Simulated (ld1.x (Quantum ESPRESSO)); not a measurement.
# Configuration tests for Tc (PAW)

ld1.x (Quantum ESPRESSO) 7.5 input, shortened:

```
&input
   title='Tc', zed=43., rel=1, dft='PZ', iswitch=3,
   config='[Kr] 4d5 5s1.5 5p0'
 /
 &inputp
   pseudotype=3, lpaw=.true., tm=.true., lloc=-2, rcloc=2.15,
   nlcc=.true., new_core_ps=.true., rcore=1.10,
   which_augfun='PSQ', rmatch_augfun_nc=.true.
 /
6
4S  1  0   2.00   0.00  1.50  1.80  0.0
5S  2  0   1.50   0.00  1.50  1.80  0.0
4P  2  1   6.00   0.00  1.55  1.90  0.0
5P  3  1   0.00   0.00  1.55  1.90  0.0
4D  3  2   5.00   0.00  2.05  2.40  0.0
4D  3  2   0.00  -0.25  2.05  2.40  0.0
 &test
   configts(1)='4s2 4p6 4d5 5s1.5 5p0'
 /
```

Energies are relative to the spin-unpolarised reference configuration 4s2 4p6 4d5 5s1.5 5p0; without spin polarisation the order of configurations can differ from experiment. Not all tests gave a result: test run stopped at test 5 of 9 (negative rho).

```csv
valence configuration,charge,ΔE all-electron (eV),error AE − PS (meV)
4s2 4p6 4d5 5s2 5p0,0,-3.407,+0.5
4s2 4p6 4d5 5s1 5p0,+1,5.024,-0.8
```

(1) What are ΔE and the potential's error for 4s2 4p6 4d5 5s0 5p0?

(2) What are ΔE and the potential's error for 4s2 4p6 4d4 5s0 5p0?

Levels in the configuration 4s2 4p6 4d5 5s2 5p0:

```tsv
level	all-electron (eV)	pseudo (eV)
4s	-73.388	-73.389
4p	-45.397	-45.398
4d	-6.812	-6.811
5s	-5.266	-5.266
```

Results:

(1) ΔE = 20.227 eV all-electron; the error (AE − PS) is -3.0 meV.

(2) ΔE = 49.154 eV all-electron; the error (AE − PS) is -6.5 meV.
